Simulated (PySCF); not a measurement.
Computed data sheet: `c1cc(CO)ccc1F`

Compound: C7H7FO.
Structure used (PBE0-D3(BJ)/def2-TZVP), in Å, numbered top down from 1:
```xyz
16
C7H7FO angstrom
O     -2.6625   -0.5359    0.9185
C     -2.0640   -0.0855   -0.2770
C     -0.5631   -0.0157   -0.2069
C      0.1599   -1.0247    0.4235
C      1.5430   -0.9820    0.4804
C      2.1977    0.0826   -0.1094
F      3.5351    0.1307   -0.0582
C      1.5147    1.1009   -0.7428
C      0.1294    1.0432   -0.7815
H     -2.3691    0.0379    1.6319
H     -2.3722   -0.8049   -1.0414
H     -2.4594    0.8933   -0.5798
H     -0.3745   -1.8485    0.8827
H      2.1169   -1.7595    0.9691
H      2.0642    1.9224   -1.1852
H     -0.4220    1.8422   -1.2665
```

Some functional groups and rings: benzene ring, alcohol and C–F bond.

From PBE0-D3(BJ)/def2-TZVP geometry optimisation, gas phase (PySCF):

| Item | Value |
| --- | --- |
| Point group | C1 |
| Rotational constants A, B, C | 4.723, 0.938, 0.805 GHz |

B97-2/pcSseg-2 ground state and GIAO shieldings, non-relativistic (PySCF):

| Item | Value |
| --- | --- |
| Dipole moment | 1.17 D |
| HOMO energy | -6.88 eV |
| LUMO energy | -0.70 eV |
| HOMO–LUMO gap | 6.18 eV |
| 13C chemical shifts (computed TMS as zero) by class | 173.0 (C6), 146.0 (C3), 135.4 (C4/C9), 121.4 (C5/C8), 71.4 (C2) ppm |
| 1H chemical shifts (computed TMS as zero) by class | 7.72 (H13/H16), 7.26 (H14/H15), 4.71 (H11/H12), 0.48 (H10) ppm |
| Isotropic shieldings of nuclei other than C and H, by class | 280 (O1), 293 (F7) ppm |

Monoisotopic mass from the formula: 126.0481 u.

With B = h/(8π²I), that is 505.379 GHz u Å² over I, the principal moments of inertia are 107.0, 538.9 and 628.0 u Å² (most abundant isotopes). The rotational constants make it an asymmetric top with κ = (2B − A − C)/(A − C) = -0.93, nearer the prolate limit (−1). In atomic units the dipole is 0.46 e·bohr (1 au = 2.5417 D).

Geometry: PBE0-D3(BJ)/def2-TZVP, one conformer, isolated molecule. NMR classes are plain means over equivalent atoms (diastereotopic ones count apart unless rotation or inversion swaps them), as if these changed places fast; in this geometry the members of some classes differ.

For the NMR shielding job (B97-2/pcSseg-2), the run took 35 s wall, 86 s CPU on 2 threads, AMD EPYC 9R45 (x86_64), on a shared host, and the process peaked at 2.9 GiB of memory.
